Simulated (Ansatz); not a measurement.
## Ansatz (development build ahead of 0.2.0) run

```yaml
crystal:
  periodic: [false, false, false]
  atoms:
    - { symbol: Ca, position_ang: [0.0, 0.0, 0.0] }
    - { symbol: F, position_ang: [0.0, 0.0, 5.91] }
basis:
  gaussian: { orbitals: def2-SVP }
magnetization:
  spin_polarized: true
  initial_magnetization: 1
hamiltonian:
  xc: hf
scf:
  omitted_lower_state_checks: [starts, atomic_configurations, cluster_reference, orbital_swaps, given_window_search, neighbouring_geometries, increment]
output:
  forces: true
```

The input is written out in the form of the current development build from the run's settings.

Results

```json
{"Converged": "yes", "Total energy": "-775.94476 hartree", "Spin squared of the determinant": "0.752", "Stability test": "minimum"}
```

Forces (eV/Å):
```json
{"atom": "Ca1", "Fx": "0.000", "Fy": "0.000", "Fz": "-0.001"}
{"atom": "F2", "Fx": "0.000", "Fy": "0.000", "Fz": "0.001"}
```
